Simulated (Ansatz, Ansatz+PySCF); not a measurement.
| atom | x (Å) | y (Å) | z (Å) |
| --- | --- | --- | --- |
| Si | 0.0075 | -0.0049 | -0.1386 |
| H | -0.0057 | 1.1043 | 0.9403 |
| H | -0.0040 | -1.0887 | 0.9444 |

Basis set: def2-SVP (spherical functions). Frozen core: 5 orbitals. Charge 0, multiplicity 1.

Computed with Ansatz (development build ahead of 0.2.0); each method stands on the lowest determinant of its kind that the runs found. Restricted open shells among the atoms or ions are ROHF, correlated in semicanonical orbitals with singles.

(1) Give the atomization energy at this shape (free ground-state atoms in the same class of orbitals less the molecule, no zero-point energy) of singlet SiH2 by RHF-CCSD(T), RHF-MP2, UHF-MP2, UHF.

Results:

(1)

```tsv
method	atomization energy
RHF-CCSD(T)	142.85 kcal/mol
RHF-MP2	136.09 kcal/mol
UHF-MP2	133.00 kcal/mol
UHF	110.41 kcal/mol
```

Caution for UHF-MP2: another reference gives a lower total. Caution for UHF-MP2, UHF: the determinant breaks the point group; the unrestricted determinant is spin contaminated.
